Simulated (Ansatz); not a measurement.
System: sum formula H₈Si₃NO, net charge 0, doublet state. It need not be the lowest isomer of its formula. 
Structure (B3LYP-D3(BJ)/def2-TZVP (Ansatz, an electronic-structure program) minimum search):
```
Si
O 1 1.6393
Si 2 1.6411 1 141.60
N 1 1.7286 2 112.92 3 -30.23
H 4 1.0125 1 115.35 2 -83.71
Si 4 1.7379 5 115.03 1 -169.99
H 1 1.4754 2 108.61 3 88.67
H 1 1.4758 7 112.53 2 -118.21
H 3 1.4780 2 108.25 1 -161.74
H 3 1.4810 9 109.56 2 120.12
H 3 1.4823 9 109.68 10 119.42
H 6 1.4871 4 106.75 5 -166.54
H 6 1.4915 12 110.80 4 -119.07
```
Charge 0, spin multiplicity 2.

Total electronic energies in hartree. Correlated levels leave the core frozen unless marked. UHF or UKS for open shells. Spin-orbit coupling is left out. No relativistic terms. CBS(X,Y): correlation extrapolated as X^-3; Hartree-Fock from the larger set.

| level | program | energy (Eh) |
|---|---|---|
| RI-HF/cc-pV(T+d)Z | Ansatz | -1000.98602 |
| PBE-D3(BJ)/def2-TZVPD | Ansatz + dftd3 | -1002.83017 |
| BLYP/def2-TZVPD | Ansatz | -1003.38396 |
| r2SCAN-D4/def2-TZVPD | Ansatz + dftd4 | -1003.29214 |
| B97M-V/def2-TZVPD | Ansatz | -1003.17924 |
| PBE0/def2-TZVP | Ansatz | ___ |
| BHLYP-D4/def2-TZVPD | Ansatz + dftd4 | -1003.39339 |
| r2SCAN0-D4/def2-TZVPD | Ansatz + dftd4 | -1003.26613 |
| LC-wPBE-D3(BJ)/def2-TZVPD | Ansatz + dftd3 | -1003.09876 |
| wB97X-V/def2-TZVPD | Ansatz | -1003.25582 |
| B2GP-PLYP-D4/def2-TZVPD | Ansatz + dftd4 | -1002.83462 |
| B2GP-PLYP/def2-TZVPD | Ansatz | -1002.82892 |
| B2PLYP-D3(BJ)/def2-TZVPD | Ansatz + dftd3 | -1002.98751 |
| B2PLYP-D4/def2-TZVPD | Ansatz + dftd4 | -1002.98541 |
| RPA@PBE/cc-pV(T+d)Z | Ansatz | ___ |
| RPA@PBE/cc-pV(Q+d)Z | Ansatz | -1002.44881 |
| MP2/cc-pV(D+d)Z | Ansatz | -1001.51998 |
| SCS-MP2/6-31G | Ansatz | -1000.98310 |
| SCS-MP2/cc-pwCVTZ | Ansatz | -1001.81157 |
| CCSD/cc-pVTZ | Ansatz | -1001.82765 |
| CCSD/cc-pwCVTZ | Ansatz | -1001.85546 |
| CCSD(T)/cc-pwCVTZ | Ansatz | -1001.88710 |
| CCSD(T)/CBS(cc-pV(T+d)Z,cc-pV(Q+d)Z) | Ansatz | -1001.9910 |

**Question.** What belongs in the gaps?

**Answer.** 
- PBE0/def2-TZVP, energy (Eh): -1002.91444
- RPA@PBE/cc-pV(T+d)Z, energy (Eh): -1002.31327
